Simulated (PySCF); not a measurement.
PBE0 on Si⁻ (silicon, charge -1), [Ne] 3s2 3p3, high-spin 4S determinant. Computed with PySCF 2.14 in aug-cc-pVDZ-DK (5s4p2d, 27 functions), with scalar relativity by spin-free X2C-1e.

```
cycle= 1 E= -289.909282426351  delta_E= -0.00192  |g|= 0.00531  |ddm|= 0.23
cycle= 2 E= -289.909335689079  delta_E= -5.33e-05  |g|= 0.00438  |ddm|= 0.0523
cycle= 3 E= -289.909361435684  delta_E= -2.57e-05  |g|= 0.000435  |ddm|= 0.0229
cycle= 4 E= -289.909361665975  delta_E= -2.3e-07  |g|= 0.000109  |ddm|= 0.00325
cycle= 5 E= -289.909361683055  delta_E= -1.71e-08  |g|= 6.06e-06  |ddm|= 0.00109
cycle= 6 E= -289.909361683114  delta_E= -5.9e-11  |g|= 1.8e-07  |ddm|= 4.68e-05
converged SCF energy = -289.909361683114  <S^2> = 3.7502041  2S+1 = 4.0001021
```

Highest occupied orbital energy: 0.392 eV; ⟨L²⟩ = 0.00; populations by l: s 6.00, p 9.00, d 0.00.

Problem. Can this result be used?

Solution. With care. The run converged. At PBE0 the highest occupied level has a positive energy, so only the finite basis holds that electron; in a semilocal or global hybrid functional this comes from self-interaction and does not mean that the real anion is unbound.
